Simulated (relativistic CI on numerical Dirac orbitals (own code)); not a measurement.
# One change at a time: Br21+

Base calculation: Dirac-Coulomb-Breit CI, separate exchange-only KLI orbitals for each configuration, QED by a radiative potential, unscaled Slater integrals.

Configurations in the expansion (outside the closed core [Ne]): 3s2 3p2, 3s 3p3, 3s2 3p 3d, 3p4, 3s 3p2 3d, 3p3 3d, 3s 3p 3d2, 3s2 3d 4p, 3p3 4s, 3s2 3p 4s, 3s 3p 3d 4s, 3p3 4p, 3s2 3p 4p, 3s2 3d2, 3s 3d3, 3p2 3d2, 3p 3d3, 3p 3d2 4s, 3p 3d2 4p, 3s2 3d 4s, 3s 3d2 4s. Double excitations out of closed p, d and f shells are left out; levels of such configurations are missing from the list, as are those of other unlisted configurations, and high levels can miss mixing partners.

The lowest level and the first level of each name with at least 55 % of one term (blank where a level has no safe partner in the second run):

```
          Level  Base (cm⁻¹)  Shift (cm⁻¹)
   3s2 3p2 3P_0            0             0
   3s2 3p2 3P_1        57334          -477
   3s2 3p2 3P_2        82844          +309
   3s2 3p2 1D_2       163755         +2036
   3s2 3p2 1S_0       232374        +11207
   3s 3p3 5S°_2       431096        -25555
   3s 3p3 3D°_1       539519        -15747
   3s 3p3 3D°_2       545318        -16671
   3s 3p3 3D°_3       568096        -16590
   3s 3p3 3P°_0       629330        -13525
   3s 3p3 3P°_1       636803        -13087
3s2 3p 3d 3F°_2       748078         -9869
   3s 3p3 3S°_1       748990         +4805
3s2 3p 3d 3F°_3       774034        -10500
```

At this charge energies of transitions that change n are usually good to better than 1 %, and those within a shell (Δn = 0) to a few per cent.

One thing was changed in a second run, which moved the levels as shown. Which?
A. valence Slater integrals scaled by 0.9
B. only the first 3 configurations
C. Breit term removed
D. QED terms removed

B. Only the first 3 configurations. With fewer configurations the levels that remain lose their mixing partners.

LS names give the leading component of a level, which can be under half, so a name can repeat, a term be missing and a line seem to break the LS rules.
